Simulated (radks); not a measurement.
Coherent X-ray form factor from a spherical all-electron density. Calculated with a radial shooting solver on a logarithmic mesh with Libxc functionals: scalar-relativistic Kohn-Sham, PBE, spin-polarised, spherical densities, point nucleus.

sin(theta)/lambda (1/angstrom),f0 (electrons)
0.05,35.994
0.1,33.943
0.15,31.683
0.2,29.371
0.25,27.157
0.3,25.165
0.4,21.920
0.5,19.360
0.6,17.134
0.8,13.258
1,10.275
1.25,7.889
1.5,6.565
2,5.189

The species is in the configuration that NIST lists as its ground one. Which atom or ion scatters so?

Answer. Neutral rubidium, [Kr] 5s1. Extrapolating in s^2 from the first two rows gives f0(0) = 36.7, near the electron count 37; among species with that count, the fall with angle is slower the higher Z, and the table is that of Z = 37; from so few rows the species is fixed only to a neighbour or two.
